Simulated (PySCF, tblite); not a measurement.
Isomers of C7H14FNSi, one GFN2-xTB conformer each. Single-point energies are computed at PBE0/pcSseg-1 (PySCF, gas phase, no added dispersion term), electronic only.

```
                        SMILES  GFN2-xTB relative energy (kJ/mol)
      CC(C)[SiH2]CC[C@H](F)C#N                              297.4
C=C(C)[C@@H]1CC[C@@H]1N[SiH2]F                                0.0
```

Conformers: `[CH3:1][CH:2]([CH3:3])[SiH2:4][CH2:5][CH2:6][C@H:7]([F:8])[C:9]#[N:10]` with C1–C2–Si4–C5 -60°, C2–Si4–C5–C6 -172°, Si4–C5–C6–C7 180°, C5–C6–C7–F8 -175°; `[CH2:1]=[C:2]([CH3:3])[C@@H:4]1[CH2:5][CH2:6][C@@H:7]1[NH:8][SiH2:9][F:10]` with C1–C2–C4–C5 -7°, C6–C7–N8–Si9 103°, C7–N8–Si9–F10 50°, C2–C4–C5–C6 -133°, C4–C5–C6–C7 12°, C5–C6–C7–N8 104°, C2–C4–C7–C6 137°.

What does PBE0/pcSseg-1 give for the same structures?

| SMILES | PBE0/pcSseg-1 E (Eh) | PBE0/pcSseg-1 (kJ/mol) | GFN2-xTB (kJ/mol) | point group |
| --- | --- | --- | --- | --- |
| C=C(C)[C@@H]1CC[C@@H]1N[SiH2]F | -718.61775 | 0.0 | 0.0 | C1 |
| CC(C)[SiH2]CC[C@H](F)C#N | -718.56496 | 138.6 | 297.4 | C1 |

Both levels put the same isomer lowest. As drawn, the lower has a four-membered ring, an N–H bond and an Si–F bond, which the higher lacks; the higher has a C≡N group and an Si–C bond, which the lower lacks.

Which frontier levels, dipoles and rotational constants go with these structures?

```json
{"SMILES": "C=C(C)[C@@H]1CC[C@@H]1N[SiH2]F", "HOMO (eV, PBE0/pcSseg-1)": "-6.82", "LUMO (eV)": "0.46", "dipole (D)": "1.88", "A, B, C (MHz)": "1600, 756.4, 606.2"}
{"SMILES": "CC(C)[SiH2]CC[C@H](F)C#N", "HOMO (eV, PBE0/pcSseg-1)": "-8.23", "LUMO (eV)": "-0.16", "dipole (D)": "3.86", "A, B, C (MHz)": "2368, 408.8, 362.8"}
```

What happens when harmonic zero-point energies from GFN2-xTB frequencies are added?

| SMILES | ZPE (kJ/mol) | electronic (kJ/mol) | with ZPE (kJ/mol) |
| --- | --- | --- | --- |
| C=C(C)[C@@H]1CC[C@@H]1N[SiH2]F | 512.2 | 0.0 | 0.0 |
| CC(C)[SiH2]CC[C@H](F)C#N | 506.3 | 138.6 | 132.7 |

The zero-point energies span 5.9 kJ/mol. The order is unchanged.
